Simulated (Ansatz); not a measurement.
Species: GeH4Se, charge 0, singlet. GeH4Se (SMILES [GeH3][SeH]).
B3LYP-D3(BJ)/def2-TZVP minimum from Ansatz (an electronic-structure program):
```
Ge
H 1 1.5346
H 1 1.5368 2 110.56
H 1 1.5368 2 110.56 3 -122.02
Se 1 2.3789 2 104.79 3 118.99
H 5 1.4719 1 93.22 2 -180.00
```
Charge 0, spin multiplicity 1.

Total energies in cc-pVDZ, 14 correlated electrons, 28 frozen orbitals. Open shells are spin-unrestricted; no spin-orbit coupling. Correlated methods leave the cores frozen (noble-gas shells, and filled d and f shells in the p block). No relativity.

```
method    program  energy (Eh)  minus CCSDTQ (mEh)
--------  -------  -----------  ------------------
HF         Ansatz  -4477.49036              266.58
MP2        Ansatz  -4477.71025               46.69
CCSD       Ansatz  -4477.74950                7.44
CCSD(T)    Ansatz  -4477.75566                1.27
CCSDT(Q)   Ansatz  -4477.75691                0.02
CCSDTQ     Ansatz  -4477.75693                0.00
```

Rough core times of Ansatz's runs on a shared machine: CCSD(T) under 20 s, CCSDT(Q) 30 s, CCSDTQ 30 min.
